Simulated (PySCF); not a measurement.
[Nd(H2CO)]3+ at several levels of theory

Computed with PySCF 2.14.0 (density fitting, no spin-orbit coupling) at the geometry relaxed with PBE0:

```xyz
5
[Nd(H2CO)]3+ (singlet in the valence; each metal's 4f electrons, 3 of them, lie in its core potential, out of spins and levels)
Nd    0.0000    0.0000   -0.2514
O     0.0000    0.0000    1.8850
C     0.0000    0.0000    3.1514
H     0.9711    0.0000    3.6960
H    -0.9711    0.0000    3.6960
```

```csv
level,basis,state,HOMO (eV),gap (eV),charge on Nd1 (e),population of f-type functions on Nd1 (polarisation alone where 4f lies in the core),dipole about the centre of mass (D),largest force component (eV/Å)
PBE0,"Nd lcecp-1-SVP with ECP49, O def2-SVP, C def2-SVP, H def2-SVP",singlet,-25.01,5.60,2.46,0.03,4.14,0.01
wB97X,the same,singlet,-27.26,10.39,2.49,0.04,3.71,0.29
PBE0,"Nd lcecp-1-TZVP with ECP49, O def2-TZVP, C def2-TZVP, H def2-TZVP",singlet,-24.98,5.64,2.57,0.04,4.20,0.38
```

In the lcecp rows the 4f levels are missing from HOMO and gap, and the state counts the valence alone.

Charges are Mulliken's, which hang on the basis. The relaxation used the grid (50, 194), these runs (75, 302) or, all-electron (x2c bases, spin-free X2C Hamiltonian), (99, 590).

What does B3LYP with Nd lcecp-1-SVP with ECP49, O def2-SVP, C def2-SVP, H def2-SVP give here?

state singlet, HOMO (eV) -24.82, gap (eV) 5.07, charge on Nd1 (e) 2.44, population of f-type functions on Nd1 (polarisation alone where 4f lies in the core) 0.03, dipole about the centre of mass (D) 4.23, largest force component (eV/Å) 0.32. Time: 2.2 s on 2 threads of Arm Neoverse V1 (shared host), from an already converged density.

In the first row's basis the gap widens with exact exchange: 5.1 to 5.6 eV for B3LYP, PBE0 (a fixed share); 10.4 eV for wB97X (rising or full at long range).

An lcecp potential fixes the number of 4f electrons, so in runs with it no electron can move into or out of that shell.
